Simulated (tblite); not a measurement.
Compound: C6H9FSSi.
Atom-mapped SMILES: `[CH3:1][C:2]#[C:3][C@@:4]1([F:5])[CH2:6][SiH2:7][S:8][CH2:9]1` (hydrogens: H10, H11, H12 on C1; H13, H14 on C6; H15, H16 on Si7; H17, H18 on C9)

A start from a force field or distance geometry was refined with tblite 0.8.0, GFN2-xTB geometry optimisation, gas phase. Values at the start:

```
  coordinate    start
       C1–C2  1.454 Å
      C1–H10  1.118 Å
       C2≡C3  1.226 Å
       C3–C4  1.457 Å
       C4–F5  1.397 Å
       C4–C6  1.490 Å
       C4–C9  1.481 Å
      C6–Si7  1.873 Å
      C6–H13  1.128 Å
      C6–H14  1.107 Å
      Si7–S8  2.149 Å
     Si7–H15  1.446 Å
     Si7–H16  1.467 Å
       S8–C9  1.829 Å
      C9–H17  1.123 Å
      C9–H18  1.104 Å
    C2–C3–C4   178.4°
    C3–C4–F5   110.0°
    C3–C4–C6   112.5°
    C3–C4–C9   109.9°
   C4–C6–Si7   109.0°
    C4–C9–S8   108.0°
    F5–C4–C6   106.3°
   C6–Si7–S8    94.9°
C3–C4–C6–Si7      79°
C4–C6–Si7–S8      15°
C6–Si7–S8–C9      11°
Si7–S8–C9–C4     -37°
```

Question: How do these coordinates change at the GFN2-xTB level?

Answer: 
```json
{"coordinate": "C4–C9", "GFN2-xTB (Å or °)": "1.530", "change": "+0.049"}
{"coordinate": "C6–H13", "GFN2-xTB (Å or °)": "1.089", "change": "-0.039"}
{"coordinate": "C4–C6", "GFN2-xTB (Å or °)": "1.526", "change": "+0.036"}
{"coordinate": "C9–H17", "GFN2-xTB (Å or °)": "1.089", "change": "-0.034"}
{"coordinate": "C1–H10", "GFN2-xTB (Å or °)": "1.089", "change": "-0.029"}
{"coordinate": "C2≡C3", "GFN2-xTB (Å or °)": "1.199", "change": "-0.027"}
{"coordinate": "C6–Si7", "GFN2-xTB (Å or °)": "1.898", "change": "+0.025"}
{"coordinate": "C6–H14", "GFN2-xTB (Å or °)": "1.092", "change": "-0.015"}
{"coordinate": "C9–H18", "GFN2-xTB (Å or °)": "1.091", "change": "-0.013"}
{"coordinate": "C1–C2", "GFN2-xTB (Å or °)": "1.443", "change": "-0.011"}
{"coordinate": "Si7–H15", "GFN2-xTB (Å or °)": "1.456", "change": "+0.010"}
{"coordinate": "Si7–H16", "GFN2-xTB (Å or °)": "1.457", "change": "-0.010"}
{"coordinate": "S8–C9", "GFN2-xTB (Å or °)": "1.822", "change": "-0.007"}
{"coordinate": "C4–F5", "GFN2-xTB (Å or °)": "1.401", "change": "+0.004"}
{"coordinate": "C3–C4", "GFN2-xTB (Å or °)": "1.453", "change": "-0.004"}
{"coordinate": "Si7–S8", "GFN2-xTB (Å or °)": "2.148", "change": "-0.001"}
{"coordinate": "C4–C6–Si7", "GFN2-xTB (Å or °)": "106.0", "change": "-3.0"}
{"coordinate": "F5–C4–C6", "GFN2-xTB (Å or °)": "109.2", "change": "+2.9"}
{"coordinate": "C4–C9–S8", "GFN2-xTB (Å or °)": "110.3", "change": "+2.3"}
{"coordinate": "C6–Si7–S8", "GFN2-xTB (Å or °)": "96.7", "change": "+1.8"}
{"coordinate": "C3–C4–C6", "GFN2-xTB (Å or °)": "110.9", "change": "-1.6"}
{"coordinate": "C3–C4–F5", "GFN2-xTB (Å or °)": "108.9", "change": "-1.1"}
{"coordinate": "C3–C4–C9", "GFN2-xTB (Å or °)": "110.9", "change": "+1.0"}
{"coordinate": "C2–C3–C4", "GFN2-xTB (Å or °)": "179.2", "change": "+0.8"}
{"coordinate": "C6–Si7–S8–C9", "GFN2-xTB (Å or °)": "2", "change": "-9"}
{"coordinate": "C4–C6–Si7–S8", "GFN2-xTB (Å or °)": "24", "change": "+9"}
{"coordinate": "Si7–S8–C9–C4", "GFN2-xTB (Å or °)": "-28", "change": "+9"}
{"coordinate": "C3–C4–C6–Si7", "GFN2-xTB (Å or °)": "75", "change": "-4"}
```

The energy falls by 7.8 kcal/mol over 94 L-BFGS steps, the largest force on an atom goes from 2.72 to 0.006 eV/Å, and the atoms move by 0.166 Å rms after alignment. The bond that changes most is C4–C9 (sp3 C–F carbon to sp3 carbon bound to sulfur), which lengthens by 0.049 Å. Bonds longer at the end by more than 0.005 Å: 4 of 18; shorter: 11. Among the dihedrals that turn most is H14–C6–Si7–H15, from 130° to 152°. Rotational constants go from 1470, 881.3, 750.1 to 1448, 881.0, 753.8 MHz.

Its lowest GFN2-xTB frequency is 8 cm⁻¹, too small to tell a flat minimum from a shallow saddle. One conformer, not necessarily the lowest.

These are computed values.
